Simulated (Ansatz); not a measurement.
Isolated molecules relaxed with PBE0-D4/def2-TZVP in Ansatz; ΔE leaves out vibrations. CBS: MP2 limit from def2 TZ/QZ plus the TZ coupled-cluster correction, frozen cores. For Ga, Se outer-core shells are correlated without core-valence functions, which leaves a few kJ/mol of doubt a bond. Scalar relativity is left out up to krypton. One conformer a species, not always the lowest.

Reaction (substitution at a C–Si bond): `CC[Se][SiH2]C` + `[SH][Ga]([Cl])[Cl]` → `C[S][Ga]([Cl])[Cl]` + `CC[Se][SiH3]`

`CC[Se][SiH2]C`:

```xyz
15

C     0.878   -2.291   -0.438
C     0.299   -1.317   -1.437
Se    0.786    0.561   -1.094
Si   -0.582    0.913    0.687
C    -0.566    2.739    1.073
H     1.967   -2.221   -0.405
H     0.609   -3.317   -0.709
H     0.503   -2.102    0.570
H     0.675   -1.506   -2.444
H    -0.790   -1.368   -1.476
H    -0.141    0.131    1.876
H    -1.948    0.437    0.330
H     0.445    3.074    1.315
H    -1.209    2.948    1.931
H    -0.926    3.318    0.221
```

`[SH][Ga]([Cl])[Cl]`:

```xyz
5

S     0.250    1.237    1.212
Ga   -0.377   -0.206   -0.290
Cl   -2.406   -0.295   -0.904
Cl    1.007   -1.554   -1.177
H     1.527    0.818    1.159
```

`C[S][Ga]([Cl])[Cl]`:

```xyz
8

C    -1.222   -0.465    0.612
S    -0.073    0.890    1.011
Ga    1.403    0.666   -0.561
Cl    3.079    1.964   -0.698
Cl    1.214   -0.873   -2.026
H    -0.728   -1.432    0.667
H    -1.666   -0.330   -0.372
H    -2.006   -0.419    1.368
```

`CC[Se][SiH3]`:

Z-matrix (Å, degrees):
```
C
C 1 1.513
H 1 1.092 2 111.3
H 1 1.093 2 110.1 3 -119.7
H 1 1.092 2 111.3 3 120.6
Se 2 1.972 1 109.7 3 -60.3
H 2 1.090 1 111.4 3 -179.4
H 2 1.090 1 111.4 3 58.9
Si 6 2.265 2 96.7 1 179.4
H 9 1.484 6 106.6 2 -179.8
H 9 1.487 6 111.2 2 60.4
H 9 1.487 6 111.1 2 -60.1
```

| level | ΔE (kJ/mol) |
| --- | --- |
| HF/def2-QZVPP | 56.3 |
| HF/CBS(def2) | 56.3 |

Task: What does CCSD(T)/CBS give? (Best estimate.)

Result: Computed: +58.6 kJ/mol. The listed levels differ from it by -2.3, -2.3 kJ/mol.

Largest T1 diagnostic among the species: 0.011.

In def2-TZVPP, CCSD(T) changes the Hartree–Fock value by +3.7 kJ/mol (the triples alone add −0.7 kJ/mol) and MP2 by +4.7 kJ/mol.
